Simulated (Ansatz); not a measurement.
`[OH][Ti]([OH])([OH])[SH]`: the same geometry under several functionals.

```yaml
crystal:
  periodic: [false, false, false]
  atoms:
    - {symbol: O, position_ang: [-0.203133, 1.308294, -1.266506]}
    - {symbol: Ti, position_ang: [0.243366, 0.048114, -0.072466]}
    - {symbol: O, position_ang: [2.010755, -0.217242, -0.019445]}
    - {symbol: O, position_ang: [-0.620655, -1.470172, -0.435471]}
    - {symbol: S, position_ang: [-0.357128, 0.735583, 2.051531]}
    - {symbol: H, position_ang: [-0.860828, 1.309663, -1.963298]}
    - {symbol: H, position_ang: [2.536010, -1.016881, 0.033194]}
    - {symbol: H, position_ang: [-1.181373, -2.067095, 0.060146]}
    - {symbol: H, position_ang: [-1.478614, 1.323434, 1.595215]}
basis:
  gaussian: {orbitals: def2-TZVPP}
hamiltonian: {xc: {name: B97M-V}}
output: {orbitals: {seedname: orbitals}}
```

```sh
$ ansatz run in.yaml --threads 4 --pin off --events-out ev --progress --plain --max-ram 10444MiB
```

Output, abridged:

```
Functional definition: B97M-V
1405 factors; their error is unknown
mean field evaluation 1: about -40138.0773 eV, gradient 1.0e2 eV
mean field evaluation 2: about -39804.0474 eV, gradient 4.7e2 eV
mean field evaluation 4: about -40140.5012 eV, gradient 9.2e1 eV
mean field evaluation 8: about -40155.6549 eV, gradient 9.7e-1 eV
mean field evaluation 16: about -40155.6516 eV, gradient 4.5e-3 eV
mean field -40155.65161017 eV, -1475.6929781954 hartree, gradient 5.9e-5 eV, S^2 0.000000; 0 other end points of the search recorded, 0 dependent functions left out
reference -40155.65168377 eV, -1475.6929809002 hartree; 33, 33 occupied and 222, 222 virtual orbitals, 1405 factors
Total energy: -40155.65168377 eV, -1475.6929809002 hartree
```

Run time 13 s (4 threads of an Arm Neoverse V1 on a shared host); peak host memory 0.49 GiB.

Changing it to `hamiltonian: {xc: {name: r2SCAN0}, dispersion: d4}` (abridged; 8 s):

```
Functional definition: r2SCAN0
mean field evaluation 16: about -40159.4907 eV, gradient 7.8e-4 eV
mean field -40159.49067472 eV, -1475.8340612157 hartree, gradient 2.1e-5 eV, S^2 0.000000
Total energy: -40159.55362247 eV, -1475.8363745027 hartree
```

The same input with `hamiltonian: {xc: {name: B2PLYP}}` (abridged; 8.5 s):

```
Functional definition: B2PLYP
mean field evaluation 16: about -40141.9263 eV, gradient 1.4e-3 eV
mean field -40141.92631723 eV, -1475.1885829834 hartree, gradient 3.2e-6 eV, S^2 0.000000
13 core orbitals not correlated: weight in the atoms' cores, before any rotation towards them, 1.000 or more for the frozen orbitals, at most 0.000 for the correlated occupied ones
second order -45.85097680 eV of doubles, -0.00000000 eV of singles
Total energy: -40154.30625671 eV, -1475.6435373676 hartree
```

The same input with `hamiltonian: {xc: pbe0, dispersion: d4}` (abridged; 4.5 s):

```
Functional definition: PBE0
mean field evaluation 16: about -40150.0392 eV, gradient 6.4e-4 eV
mean field -40150.03922901 eV, -1475.4867269921 hartree, gradient 6.9e-5 eV, S^2 0.000000
Total energy: -40150.22406061 eV, -1475.4935194280 hartree
```

Changing it to `hamiltonian: {xc: {name: BHLYP}, dispersion: d4}` (abridged; 4.7 s):

```
Functional definition: BHLYP
mean field evaluation 16: about -40161.4321 eV, gradient 5.2e-4 eV
mean field -40161.43206326 eV, -1475.9054059284 hartree, gradient 2.7e-5 eV, S^2 0.000000
Total energy: -40161.72227315 eV, -1475.9160709452 hartree
```

With the line `hamiltonian: {xc: hse06, dispersion: d4}` (abridged; 4.6 s):

```
Functional definition: HSE06
mean field evaluation 16: about -40149.3455 eV, gradient 1.5e-3 eV
mean field -40149.34553458 eV, -1475.4612341920 hartree, gradient 6.7e-5 eV, S^2 0.000000
Total energy: -40149.51957720 eV, -1475.4676301403 hartree
```

HSE06 is the plane-wave form, built on full-range PBE exchange.
